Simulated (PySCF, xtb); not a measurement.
C₂H₅FSi₂, SMILES C#C[Si@@H](F)[SiH3].

Harmonic wavenumbers (cm⁻¹) from GFN2-xTB (xtb) at its own minimum, in rising order: 24, 83, 139, 154, 253, 287, 435, 454, 470, 616, 657, 680, 687, 697, 781, 797, 801, 811, 2205, 2231, 2238, 2239, 2254, 3352.

What does PBE-D3(BJ)/def2-SVP (PySCF) give at its own minimum? (An estimate is asked for; the answer gives what the named calculation found.)

85, 97, 149, 155, 278, 339, 404, 487, 516, 631, 686, 720, 743, 789, 832, 869, 896, 902, 2081, 2154, 2170, 2172, 2179, 3388. Paired by order, the mean absolute difference is 52 cm⁻¹ and the zero-point energies are 33.4 and 33.9 kcal/mol.
